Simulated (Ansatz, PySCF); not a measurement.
C2HF3O, SMILES O=CC(F)(F)F. Atoms are numbered in the order given.

```xyz
7

F      0.4322     1.0133     1.0792
C     -0.0042     0.3626     0.0000
F     -1.3222     0.3592     0.0000
F      0.4322     1.0133    -1.0792
C      0.5744    -1.0581     0.0000
O     -0.1135    -2.0316     0.0000
H      1.6917    -1.0790     0.0000
```
Charge 0, spin multiplicity 1.

Geometry: PBE0-D3(BJ)/def2-SVP.

Two levels are set side by side: PBE-D3(BJ)/def2-SVP (PySCF) and PBE0-D3(BJ)/def2-SVP (Ansatz, an electronic-structure program). Each level has its own optimised geometry; the coordinates shown are those of the second. Frequencies come from the Hessian of PySCF at each geometry. Differences are taken from unrounded values.

```
quantity                            PBE0-D3(BJ)  PBE-D3(BJ)  PBE-D3(BJ) minus PBE0-D3(BJ)
----------------------------------  -----------  ----------  ----------------------------
mean bond length (Å)                      1.305       1.320                         0.015
bond F1–C2 (Å)                            1.334       1.352                         0.019
bond C2–F3 (Å)                            1.318       1.335                         0.017
bond C2–F4 (Å)                            1.334       1.352                         0.019
bond C2–C5 (Å)                            1.534       1.546                         0.013
bond C5–O6 (Å)                            1.192       1.205                         0.013
bond C5–H7 (Å)                            1.118       1.129                         0.012
highest harmonic wavenumber (cm⁻¹)         2979        2845                          -135
mean harmonic wavenumber (cm⁻¹)             996         944                           -53
zero-point energy (kcal/mol)              21.36       20.23                         -1.13
```

GGA bonds tend to be longer and softer than those of functionals with exact exchange. Differences between two approximate levels are no errors against the true value.
